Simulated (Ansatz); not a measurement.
Basis-set extrapolation for CH10B2Si2, SMILES `BC([SiH3])B[SiH3]` (PBE0-D4/def2-TZVP geometry, frozen core, the Gaussian-basis code of Ansatz). Multiplicity 1, RHF reference.

|  | def2-TZVPP | def2-QZVPP |
| --- | --- | --- |
| HF | -670.933924 | -670.956346 |
| MP2 correlation | -0.640195 | -0.681727 |
| CCSD(T) correlation | -0.745347 | not run |

Energies in hartree. Use E(X) = E(∞) + A·exp(−7.88·√X) for Hartree–Fock and E(X) = E(∞) + B·X^(−2.97) for correlation, with X = 3 and 4, and add CCSD(T) minus MP2 of the smaller set to the MP2 limit.

What is the CCSD(T) energy at the basis-set limit?

HF limit: -670.956346 + (-0.022422) × 0.13774 = -670.95943. MP2 limit: -0.681727 + (-0.041532) × 0.74074 = -0.71249. Higher-order term: -0.745347 − (-0.640195) = -0.10515. Total: -671.77707 hartree, 256.8 kJ/mol below CCSD(T)/def2-TZVPP.
